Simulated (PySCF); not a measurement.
Species: C6H12O.
SMILES: `C1C[C@@H](C)C[C@H]1O`

PySCF, density fitting, gas phase, GFN2-xTB geometry. The standard run uses grid level 2 after a coarse-grid start, the def2-universal JK fitting basis (with tight functions added where the orbital basis needs them), an energy threshold of 1e-9 Eh and DIIS. The changed runs have no coarse-grid stage.

Problem. Standard LC-wPBE/pcSseg-1: E = -310.867947 Eh, HOMO -10.233 eV, LUMO 3.408 eV, dipole 1.786 D, 12 cycles (coarse-grid cycles included). What changes at LC-wPBE/pcSseg-1 with: damping 0.1 at the start, DIIS from the seventh cycle?

Solution. E = -310.867947 Eh (0.000 mEh), HOMO -10.233 eV (0.000), LUMO 3.408 eV (0.000), dipole 1.786 D (0.000), 12 SCF cycles. The result matches the standard run within 0.02 mEh and 0.003 eV; such settings steer the iterations and don't enter the energy expression.

Problem. Standard X3LYP/pcSseg-1: E = -310.897560 Eh, HOMO -7.253 eV, LUMO 0.916 eV, dipole 1.689 D, 13 cycles (coarse-grid cycles included). What changes at X3LYP/pcSseg-1 with: grid level 3, fitting basis def2-universal-jkfit?

Solution. E = -310.897588 Eh (-0.028 mEh), HOMO -7.253 eV (0.000), LUMO 0.916 eV (0.000), dipole 1.689 D (0.000), 10 SCF cycles. Of the changed settings only the grid and fitting basis enter the energy expression; the total energy moves by 0.02 kcal/mol.

Problem. What changes at X3LYP/pcSseg-1 with: grid level 3, fitting basis def2-universal-jkfit?

Solution. E = -310.897588 Eh (-0.028 mEh), HOMO -7.253 eV (0.000), LUMO 0.916 eV (0.000), dipole 1.689 D (0.000), 10 SCF cycles. Of the changed settings only the grid and fitting basis enter the energy expression; the total energy moves by 0.02 kcal/mol.
